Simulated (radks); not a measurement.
The numbers below are computed, except where a source is named.
Species: Os+. Configuration: [Xe] 4f14 5d7 (not the ground configuration). Level of theory: Dirac Kohn-Sham, PBEsol, spin-unpolarised, spherical densities, finite nucleus; open shells fill j = l - 1/2 first; Fermi nuclear charge, rms radius 5.4126 fm (a radial shooting solver on a logarithmic mesh with Libxc functionals).

Spin-orbit splittings of the eigenvalues, e(l+1/2) - e(l-1/2), with zeta = 2 splitting/(2l+1) and mean radii in bohr:

shell  occ.  splitting (eV)  zeta (eV)  <r> j=l-1/2  <r> j=l+1/2
2p        6            1530       1020      0.06131      0.06950
3p        6           333.7      222.4       0.1835       0.1986
3d       10           72.30      28.92       0.1735       0.1781
4p        6           78.47      52.31       0.4358       0.4694
4d       10               ?          ?       0.4826       0.4939
4f       14           2.805     0.8015       0.5530       0.5612
5p        6           12.13      8.090        1.104        1.208
5d        7           1.015     0.4059        1.778        1.854

Estimate the 4d splitting.

Answer. 14.54 eV (zeta = 5.815 eV).
